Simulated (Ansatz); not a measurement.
Computed with Ansatz on PBE0-D4/def2-TZVP structures; ΔE is electronic, products minus reactants. CBS: MP2 limit from def2 TZ/QZ plus the TZ coupled-cluster correction, frozen cores. For Ge outer-core shells are correlated without core-valence functions, which leaves a few kJ/mol of doubt a bond. Scalar relativity is left out up to krypton. Each species was taken in one conformer, which may not be the lowest.

Reaction (redistribution): `C=[N][GeH2][NH2]` + `F[SiH]1CO1` → `C=[N][GeH3]` + `N[Si]1(F)CO1`

`C=[N][GeH2][NH2]`:

Z-matrix (Å, degrees):
```
Ge
N 1 1.872
N 1 1.829 2 112.0
H 1 1.546 2 108.7 3 -119.4
H 1 1.534 2 106.9 3 117.6
C 2 1.258 1 118.8 3 121.3
H 3 1.011 1 114.0 2 63.3
H 3 1.011 1 114.4 2 -62.4
H 6 1.097 2 120.0 1 -179.5
H 6 1.104 2 124.9 1 0.6
```

`F[SiH]1CO1`:

Z-matrix (Å, degrees):
```
Si
C 1 1.790
O 1 1.634 2 51.9
F 1 1.584 2 121.7 3 102.6
H 1 1.469 2 127.6 3 -100.2
H 2 1.088 1 121.1 3 -98.1
H 2 1.087 1 123.7 3 97.4
```

`C=[N][GeH3]`:

Z-matrix (Å, degrees):
```
Ge
N 1 1.863
H 1 1.534 2 107.5
H 1 1.534 2 107.4 3 -118.6
H 1 1.546 2 110.2 3 120.7
C 2 1.258 1 119.3 3 -120.8
H 6 1.097 2 119.6 1 180.0
H 6 1.103 2 125.1 1 0.0
```

`N[Si]1(F)CO1`:

Cartesian coordinates in Å:
```
N -0.490 -0.028 1.598
Si 0.369 0.246 0.185
F 1.836 0.638 0.640
C 0.084 -0.347 -1.477
O -0.337 1.052 -1.036
H -1.486 -0.152 1.617
H -0.045 -0.152 2.490
H 0.846 -0.308 -2.253
H -0.776 -0.948 -1.764
```

| species | CCSD(T)/CBS(def2) energy (Eh) |
| --- | --- |
| `C=[N][GeH2][NH2]` | -2227.16470 |
| `F[SiH]1CO1` | -503.94479 |
| `C=[N][GeH3]` | -2171.83462 |
| `N[Si]1(F)CO1` | -559.29942 |

Problem. Work out ΔE.

Solution. ΔE = (-2171.83462) + (-559.29942) − (-2227.16470) − (-503.94479) = -0.02455 Eh = -15.4 kcal/mol.

Largest T1 diagnostic among the species: 0.013.

In def2-TZVPP, CCSD(T) changes the Hartree–Fock value by +1.8 kcal/mol (the triples alone add +0.5 kcal/mol) and MP2 by +2.1 kcal/mol. From PBE to PBE0 (25 % exact exchange), in def2-TZVPP and without D4, ΔE moves by −1.1 kcal/mol.
